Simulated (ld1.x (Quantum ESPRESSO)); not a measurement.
Pseudopotential generation for manganese: RRKJ, PBEsol, fully relativistic.

- Element: manganese
- Generator: ld1.x (Quantum ESPRESSO) 7.5
- Type: norm-conserving RRKJ (Kleinman–Bylander form)
- Functional: PBEsol
- Relativity: fully relativistic
- Frozen core: [Ne]
- Valence charge: 15
- Reference configuration: 3s2 3p6 3d5 4s1 4p0 (charge +1)
- Partial waves: 3s (bound): rc 1.25 bohr; 3p (bound): rc 1.50 bohr; 3d (bound): rc 1.25 bohr
- Local potential: all-electron potential smoothed inside 1.30 bohr (lloc = -1)
- Core correction: a·sin(br)/r model core, default radius (core density twice the valence density)

Open shells are filled in proportion to 2j + 1 (rel_dist='average').

Occupied shells without a wave of their own: 4s. They enter only through the test configuration that unscreens the potential, and ld1.x also counts them in the model core charge.

(1) What does a ghost test show?

(2) Tests: 3s2 3p6 3d5 4s2 4p0; 3s2 3p6 3d5 4s0 4p0; 3s2 3p6 3d4 4s0 4p0; 3s2 3p6 3d5 4s0 4p2; 3s2 3p5 3d5 4s2 4p0; 3s2 3p6 3d6 4s0 4p0; 3s2 3p6 3d5 4s1.5 4p0. Which has the largest error in its energy relative to the reference configuration, and how large is it?

Results:

(1) No extra level below or beside the all-electron valence levels (s, p1/2, p3/2, d3/2, d5/2, f tested).

(2) 3s2 3p6 3d4 4s0 4p0, with -212 meV (all-electron minus pseudo) on +47.99 eV.

ld1.x takes every shell without a wave as core, so the model core holds the 4s electrons as well and exchange and correlation see them twice. This cancels in the reference configuration, but the file is broken for other ones, and its errors say nothing about a proper core correction.
